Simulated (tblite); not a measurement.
Record of a relaxation.

Compound: C2H6BrSi3 (doublet state).
Numbering: `[CH:1]#[C:2][Si@@H:3]([SiH3:4])[SiH:5][Br:6]` (hydrogens: H7 on C1; H8 on Si3; H9, H10, H11 on Si4; H12 on Si5)
Bond orders are those of one Lewis drawing.

Computed with GFN2-xTB (tblite), gas phase: L-BFGS steps from a force-field or distance-geometry start until the largest atomic force falls under 0.01 eV/Å. 13 of its 131 geometries are shown.

Step 0: E = -448.8481 eV, largest atomic force 1.741 eV/Å
```
atom  x, y, z in Å  |  force x, y, z in eV/Å
C1     -2.385   -1.494    0.430   -0.118  -0.009   0.009
C2     -1.416   -0.946   -0.042   -1.290  -0.751   0.450
Si3     0.046   -0.129   -0.722   -0.837   0.705  -0.917
Si4     0.123    1.969    0.081   -0.671   0.810   0.433
Si5     1.928   -1.129   -0.227    1.509  -0.692  -0.525
Br6     1.742   -3.128    0.716    0.142  -0.283   0.392
H7     -3.264   -1.948    0.831    0.493   0.199  -0.172
H8     -0.108   -0.081   -2.185   -0.046  -0.201  -0.150
H9     -0.099    1.907    1.539    0.169   0.198  -0.218
H10    -0.973    2.767   -0.511    0.397  -0.027   0.164
H11     1.441    2.485   -0.259    0.047   0.236   0.073
H12     2.966   -0.272    0.324    0.204  -0.185   0.461
```

Step 11: E = -449.2311 eV, largest atomic force 0.182 eV/Å
```
atom  x, y, z in Å  |  force x, y, z in eV/Å
C1     -2.424   -1.510    0.427   -0.060  -0.078   0.033
C2     -1.475   -0.982   -0.092    0.120   0.042  -0.069
Si3     0.023   -0.138   -0.778   -0.011   0.177   0.041
Si4     0.071    2.012    0.104    0.051   0.003  -0.013
Si5     2.053   -1.192   -0.425   -0.133  -0.009  -0.045
Br6     1.824   -3.079    0.803    0.030  -0.079   0.054
H7     -3.263   -1.977    0.860    0.042   0.015  -0.017
H8     -0.158   -0.155   -2.244   -0.046  -0.045  -0.017
H9     -0.063    2.003    1.563   -0.027   0.017  -0.068
H10    -0.942    2.884   -0.489    0.031  -0.018   0.050
H11     1.393    2.577   -0.210   -0.071  -0.012   0.005
H12     2.962   -0.445    0.455    0.075  -0.013   0.046
```

Step 22: E = -449.2438 eV, largest atomic force 0.085 eV/Å
```
atom  x, y, z in Å  |  force x, y, z in eV/Å
C1     -2.399   -1.521    0.415    0.000  -0.003   0.009
C2     -1.456   -0.977   -0.099    0.006   0.017   0.017
Si3     0.018   -0.097   -0.787    0.000   0.001   0.002
Si4     0.072    2.045    0.102   -0.031  -0.029  -0.030
Si5     2.009   -1.216   -0.402    0.024   0.054  -0.022
Br6     1.845   -3.108    0.828   -0.030  -0.068   0.042
H7     -3.235   -1.990    0.849    0.025  -0.026  -0.013
H8     -0.191   -0.176   -2.252    0.030   0.026   0.048
H9     -0.080    2.020    1.556    0.009   0.008  -0.025
H10    -0.950    2.916   -0.471    0.013   0.022   0.003
H11     1.391    2.603   -0.215   -0.015   0.025   0.007
H12     2.977   -0.499    0.450   -0.031  -0.029  -0.039
```

Step 32: E = -449.2518 eV, largest atomic force 0.086 eV/Å
```
atom  x, y, z in Å  |  force x, y, z in eV/Å
C1     -2.359   -1.556    0.416    0.002   0.022   0.002
C2     -1.437   -0.955   -0.070   -0.013  -0.038  -0.013
Si3     0.026   -0.067   -0.761    0.054   0.057  -0.035
Si4     0.057    2.094    0.082   -0.010  -0.016   0.005
Si5     1.966   -1.278   -0.400    0.042   0.031   0.040
Br6     1.796   -3.154    0.865   -0.037   0.004   0.007
H7     -3.182   -2.061    0.831   -0.020  -0.043   0.022
H8     -0.162   -0.139   -2.227   -0.020   0.012  -0.012
H9     -0.097    2.042    1.535    0.010   0.047   0.005
H10    -0.961    2.982   -0.477    0.009  -0.038   0.003
H11     1.370    2.670   -0.230   -0.005  -0.003   0.010
H12     2.983   -0.579    0.409   -0.013  -0.034  -0.034
```

Step 43: E = -449.2627 eV, largest atomic force 0.166 eV/Å
```
atom  x, y, z in Å  |  force x, y, z in eV/Å
C1     -2.293   -1.615    0.416    0.137   0.059  -0.073
C2     -1.399   -0.973   -0.074   -0.051  -0.015   0.029
Si3     0.040   -0.020   -0.734    0.054   0.005  -0.046
Si4     0.048    2.147    0.092   -0.013   0.029   0.020
Si5     1.917   -1.338   -0.400    0.031   0.055   0.015
Br6     1.611   -3.156    0.922   -0.017  -0.002   0.024
H7     -3.076   -2.182    0.825   -0.075  -0.040   0.040
H8     -0.136   -0.047   -2.207   -0.018  -0.006   0.027
H9     -0.102    2.172    1.547    0.001  -0.007  -0.018
H10    -0.987    2.986   -0.512   -0.011  -0.017   0.011
H11     1.343    2.751   -0.242    0.006  -0.032   0.004
H12     3.036   -0.727    0.341   -0.044  -0.030  -0.033
```

Step 54: E = -449.2652 eV, largest atomic force 0.016 eV/Å
```
atom  x, y, z in Å  |  force x, y, z in eV/Å
C1     -2.257   -1.629    0.411    0.003  -0.007  -0.011
C2     -1.379   -0.962   -0.070   -0.003  -0.007  -0.002
Si3     0.053   -0.002   -0.736    0.000  -0.010  -0.007
Si4     0.041    2.162    0.097    0.005   0.002   0.002
Si5     1.905   -1.353   -0.407   -0.003   0.005   0.005
Br6     1.543   -3.133    0.955   -0.008   0.004   0.012
H7     -3.036   -2.209    0.815   -0.002   0.005   0.010
H8     -0.143   -0.029   -2.204    0.002  -0.002  -0.008
H9     -0.107    2.197    1.551    0.001  -0.012  -0.001
H10    -1.006    2.983   -0.510    0.011   0.005   0.007
H11     1.341    2.750   -0.244   -0.007   0.014   0.004
H12     3.048   -0.775    0.317    0.002   0.005  -0.012
```

Step 65: E = -449.2675 eV, largest atomic force 0.049 eV/Å
```
atom  x, y, z in Å  |  force x, y, z in eV/Å
C1     -2.234   -1.635    0.405   -0.025  -0.005  -0.010
C2     -1.367   -0.968   -0.096    0.006   0.015   0.003
Si3     0.056    0.003   -0.766    0.015  -0.029  -0.036
Si4     0.042    2.155    0.098    0.005   0.033   0.019
Si5     1.892   -1.366   -0.415   -0.033   0.009  -0.008
Br6     1.478   -3.059    1.041    0.020   0.001   0.017
H7     -3.009   -2.211    0.821   -0.002  -0.010   0.013
H8     -0.144   -0.038   -2.234    0.017   0.020   0.009
H9     -0.104    2.133    1.553    0.003   0.002  -0.009
H10    -1.006    3.001   -0.475    0.007  -0.016   0.003
H11     1.337    2.768   -0.223   -0.016  -0.018   0.002
H12     3.060   -0.784    0.265    0.005  -0.004  -0.003
```

Step 76: E = -449.2704 eV, largest atomic force 0.067 eV/Å
```
atom  x, y, z in Å  |  force x, y, z in eV/Å
C1     -2.209   -1.641    0.383   -0.023  -0.022   0.014
C2     -1.367   -0.968   -0.151    0.001   0.014  -0.005
Si3     0.051    0.018   -0.811    0.043  -0.050   0.010
Si4     0.040    2.146    0.109    0.002   0.040   0.028
Si5     1.838   -1.408   -0.421   -0.032  -0.005  -0.010
Br6     1.420   -2.926    1.219    0.017   0.007   0.007
H7     -2.954   -2.231    0.835   -0.005   0.014  -0.023
H8     -0.110    0.006   -2.282   -0.002   0.000  -0.002
H9     -0.091    2.063    1.564   -0.007   0.016  -0.012
H10    -1.019    3.002   -0.427    0.020  -0.009   0.014
H11     1.333    2.774   -0.193   -0.029  -0.018  -0.009
H12     3.068   -0.836    0.148    0.013   0.011  -0.012
```

Step 87: E = -449.2758 eV, largest atomic force 0.074 eV/Å
```
atom  x, y, z in Å  |  force x, y, z in eV/Å
C1     -2.244   -1.632    0.343   -0.016  -0.034   0.038
C2     -1.382   -0.985   -0.191   -0.006   0.019   0.034
Si3     0.057    0.001   -0.802   -0.002   0.011   0.055
Si4     0.040    2.127    0.140   -0.031  -0.005   0.005
Si5     1.813   -1.460   -0.428   -0.011   0.009   0.025
Br6     1.498   -2.825    1.364    0.016   0.035  -0.017
H7     -3.000   -2.206    0.799   -0.018   0.009  -0.047
H8     -0.075    0.023   -2.272   -0.010   0.003  -0.073
H9     -0.089    2.062    1.597    0.029  -0.013  -0.028
H10    -1.020    2.991   -0.381    0.008  -0.016  -0.010
H11     1.329    2.743   -0.196    0.002   0.009   0.022
H12     3.075   -0.838    0.003    0.038  -0.028  -0.002
```

Step 98: E = -449.2994 eV, largest atomic force 0.192 eV/Å
```
atom  x, y, z in Å  |  force x, y, z in eV/Å
C1     -2.393   -1.618    0.212    0.038   0.083  -0.085
C2     -1.423   -1.037   -0.201   -0.190  -0.024  -0.006
Si3     0.041   -0.048   -0.762    0.058   0.013   0.105
Si4     0.036    2.066    0.222   -0.015  -0.008   0.020
Si5     1.739   -1.569   -0.387    0.106   0.011   0.054
Br6     1.859   -2.150    1.814    0.001   0.009  -0.022
H7     -3.257   -2.125    0.544    0.118   0.008   0.005
H8      0.000   -0.006   -2.240   -0.075  -0.011   0.001
H9     -0.016    1.975    1.681   -0.029  -0.041  -0.026
H10    -1.041    2.947   -0.241    0.021  -0.040   0.001
H11     1.318    2.687   -0.129    0.027   0.032  -0.034
H12     3.138   -1.122   -0.540   -0.061  -0.032  -0.013
```

Step 108: E = -449.3094 eV, largest atomic force 0.043 eV/Å
```
atom  x, y, z in Å  |  force x, y, z in eV/Å
C1     -2.421   -1.600    0.176   -0.002   0.005  -0.008
C2     -1.460   -0.998   -0.226    0.008  -0.023   0.018
Si3     0.047   -0.050   -0.745   -0.003  -0.013  -0.003
Si4     0.047    2.060    0.235    0.009   0.018  -0.002
Si5     1.732   -1.582   -0.353    0.015  -0.023   0.017
Br6     1.944   -2.019    1.875    0.001   0.015  -0.025
H7     -3.265   -2.132    0.512    0.016   0.016  -0.010
H8     -0.024   -0.017   -2.223    0.007  -0.003  -0.006
H9     -0.014    1.928    1.689   -0.004   0.011  -0.008
H10    -1.039    2.926   -0.227   -0.004  -0.010   0.014
H11     1.318    2.703   -0.125    0.000   0.004   0.011
H12     3.137   -1.220   -0.616   -0.043   0.002   0.001
```

Step 119: E = -449.3129 eV, largest atomic force 0.034 eV/Å
```
atom  x, y, z in Å  |  force x, y, z in eV/Å
C1     -2.470   -1.580    0.130    0.023   0.020  -0.014
C2     -1.475   -1.004   -0.225   -0.024  -0.011   0.005
Si3     0.050   -0.072   -0.720   -0.013   0.000   0.000
Si4     0.062    2.040    0.256   -0.012   0.010   0.013
Si5     1.703   -1.630   -0.304    0.017   0.000   0.006
Br6     2.121   -1.779    1.932   -0.001   0.000  -0.009
H7     -3.339   -2.092    0.430    0.005   0.002   0.004
H8     -0.006   -0.039   -2.199    0.013  -0.012  -0.003
H9      0.001    1.907    1.710    0.006   0.000   0.006
H10    -1.047    2.883   -0.195    0.000   0.008  -0.004
H11     1.321    2.705   -0.102   -0.009  -0.009  -0.002
H12     3.080   -1.340   -0.740   -0.005  -0.007  -0.003
```

Step 130: E = -449.3134 eV, largest atomic force 0.009 eV/Å
```
atom  x, y, z in Å  |  force x, y, z in eV/Å
C1     -2.489   -1.570    0.114   -0.003  -0.002   0.001
C2     -1.486   -1.002   -0.228    0.001   0.001  -0.002
Si3     0.049   -0.077   -0.707   -0.001  -0.003  -0.003
Si4     0.057    2.037    0.266    0.002   0.002  -0.002
Si5     1.697   -1.639   -0.283    0.000  -0.001   0.001
Br6     2.192   -1.714    1.940    0.001   0.001  -0.006
H7     -3.363   -2.078    0.406    0.000   0.004   0.002
H8      0.014   -0.056   -2.187    0.002   0.001   0.000
H9      0.007    1.906    1.721   -0.007   0.001  -0.001
H10    -1.051    2.882   -0.186   -0.005   0.000   0.008
H11     1.314    2.699   -0.100    0.005   0.001  -0.003
H12     3.059   -1.389   -0.782    0.004  -0.004   0.004
```

Problem. Summarise the path.

Solution. The energy falls by 10.73 kcal/mol from step 0 to step 130; nine tenths of that is first reached at step 64. It never rises by more than 0.2 meV. The largest force goes from 1.741 to 0.009 eV/Å. Among the bonds Si3–Si5 changes most, from 2.188 to 2.310 Å; the atoms move by 0.772 Å rms after alignment.

Problem. Follow the three bonds and two angles with the largest change from start to end.

Solution. 
```csv
step,E above end (kcal/mol),largest force (eV/Å),Si3–Si5 (Å),Si3–Si4 (Å),Si5–Br6 (Å),Br6–Si5–H12 (°),Si4–Si3–Si5 (°)
0,10.73,1.741,2.188,2.248,2.217,115.5,108.4
6,3.69,0.622,2.318,2.301,2.304,106.9,109.5
11,1.90,0.182,2.314,2.324,2.264,99.3,110.2
17,1.69,0.218,2.313,2.309,2.278,97.6,110.6
23,1.59,0.100,2.317,2.319,2.262,98.2,111.6
28,1.50,0.095,2.316,2.319,2.274,98.3,112.9
34,1.40,0.050,2.316,2.317,2.269,97.8,115.2
40,1.22,0.081,2.313,2.322,2.270,97.9,118.0
45,1.14,0.064,2.317,2.319,2.270,98.2,118.9
51,1.12,0.042,2.314,2.320,2.271,97.9,120.3
57,1.11,0.048,2.314,2.321,2.271,97.9,119.6
62,1.08,0.039,2.317,2.318,2.271,98.1,119.9
68,1.05,0.034,2.314,2.322,2.271,98.2,119.6
73,1.01,0.041,2.316,2.320,2.273,97.7,119.8
79,0.96,0.038,2.316,2.322,2.273,97.5,120.0
85,0.90,0.068,2.316,2.323,2.278,98.2,120.5
90,0.79,0.203,2.309,2.330,2.290,97.6,122.3
96,0.45,0.208,2.310,2.331,2.284,97.8,121.8
102,0.19,0.209,2.308,2.326,2.285,98.2,122.7
107,0.10,0.055,2.312,2.327,2.282,97.9,122.0
113,0.06,0.057,2.313,2.330,2.281,97.5,121.6
119,0.01,0.034,2.309,2.327,2.280,97.6,122.2
124,0.00,0.018,2.311,2.329,2.279,97.5,122.3
130,0.00,0.009,2.310,2.328,2.279,97.7,122.4
```

The cost below is that of the whole relaxation. Time: 1.2 s of wall time. Hardware: Arm Neoverse V1, one thread, no GPU, on a shared host.
